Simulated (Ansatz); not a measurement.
This geometry of FGeH3O (6 atoms, charge 0, multiplicity 1) is a first-order saddle point.

These are results of RKS PBE-D4/def2-SVP (Ansatz), not measurements.

```xyz
6
Properties=species:S:1:pos:R:3
Ge 0.197 -0.026 -0.335
O 0.721 0.206 1.594
H 0.621 -0.626 2.106
H 1.618 0.020 0.471
F -0.763 1.428 -0.619
H -0.882 -1.178 -0.335
```

Problem. Which two structures does it join? (They come from a converged band through this point; their orientation in space is the band's.)

Solution. Bonds broken: Ge1–O2, Ge1–H4. Bonds formed: O2–H4.

First end point:

```xyz
6
Properties=species:S:1:pos:R:3
Ge 0.360 -0.068 0.059
O 0.664 -0.072 1.817
H -0.159 -0.214 2.321
H 1.748 0.085 -0.592
F -0.592 1.362 -0.327
H -0.510 -1.270 -0.395
```

Last end point:

```xyz
6
Properties=species:S:1:pos:R:3
Ge 0.017 0.069 -0.832
O 1.014 0.165 1.226
H 0.498 -0.459 1.774
H 1.913 -0.214 1.178
F -1.082 1.395 -0.350
H -0.848 -1.132 -0.113
```

Problem. How far does it lie above each of them?

Solution. 2.23 eV above the first and 1.36 eV above the second. This is the barrier of this one path; another mechanism may lie lower. The orbitals stay closed-shell, which can raise the energy where a bond breaks towards radicals; this wasn't checked here.

Time of the run: 2.1 min on 1 thread of Arm Neoverse V1 (shared host), peak memory 0.13 GiB.
